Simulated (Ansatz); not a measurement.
The cluster NaLi₄ (the lowest doublet isomer of a short search), 5 atoms. Hardware: 4 threads of Arm Neoverse V1 on a shared host.

Correlated methods freeze 1 core orbital; core or outer-core shells of Li, Na are correlated, in sets that lack core-valence functions.

(1) How many basis functions does each of these Ansatz runs have, and roughly what does it cost? RPA@PBE/def2-TZVP, charge 0 doublet, energy, from earlier orbitals; CAM-B3LYP/def2-TZVP, charge 0 doublet, energy, from earlier orbitals; MP2/def2-TZVP, charge 0 doublet, energy, from earlier orbitals; PBE0/def2-TZVPD, charge -1 singlet at the geometry of the charge 0 doublet, energy; PBE/def2-TZVPD, charge 0 doublet, energy, from earlier orbitals; r2SCAN/def2-TZVP, charge 0 quartet, energy, from earlier orbitals; PBE/def2-SVP, charge 0 doublet, energy, from earlier orbitals; r2SCAN/def2-TZVP, charge 1 triplet at the geometry of the charge 0 doublet, energy, from earlier orbitals; PBE/def2-TZVP, charge 0 quartet, energy, from earlier orbitals; r2SCAN/def2-TZVP, charge 0 doublet, energy, from earlier orbitals; r2SCAN/def2-TZVP, charge 0 doublet, frequencies; ωB97M-V/def2-TZVP, charge 0 quartet, energy, from earlier orbitals.

## Answers

(1) Other jobs shared the machine, so times can vary by a factor of up to 3. A dash marks memory too small to be measured apart from the calling script's.

| run | functions | fitting or Cholesky vectors | wall time | peak host memory (GiB) |
| --- | --- | --- | --- | --- |
| MP2/def2-TZVP, charge 0 doublet, energy, from earlier orbitals | 88 | 895 | 0.45 s | – |
| PBE/def2-SVP, charge 0 doublet, energy, from earlier orbitals | 51 | 651 | 1.1 s | – |
| PBE/def2-TZVP, charge 0 quartet, energy, from earlier orbitals | 88 | 793 | 1.1 s | – |
| RPA@PBE/def2-TZVP, charge 0 doublet, energy, from earlier orbitals | 88 | 895 | 1.7 s | – |
| PBE0/def2-TZVPD, charge -1 singlet at the geometry of the charge 0 doublet, energy | 103 | 990 | 2.1 s | – |
| r2SCAN/def2-TZVP, charge 0 quartet, energy, from earlier orbitals | 88 | 793 | 2.4 s | – |
| PBE/def2-TZVPD, charge 0 doublet, energy, from earlier orbitals | 103 | 978 | 3 s | – |
| r2SCAN/def2-TZVP, charge 1 triplet at the geometry of the charge 0 doublet, energy, from earlier orbitals | 88 | 793 | 4.2 s | – |
| r2SCAN/def2-TZVP, charge 0 doublet, energy, from earlier orbitals | 88 | 793 | 4.4 s | – |
| ωB97M-V/def2-TZVP, charge 0 quartet, energy, from earlier orbitals | 88 | 793 | 4.5 s | – |
| CAM-B3LYP/def2-TZVP, charge 0 doublet, energy, from earlier orbitals | 88 | 793 | 4.7 s | – |
| r2SCAN/def2-TZVP, charge 0 doublet, frequencies | 88 | 793 | 38 s | – |
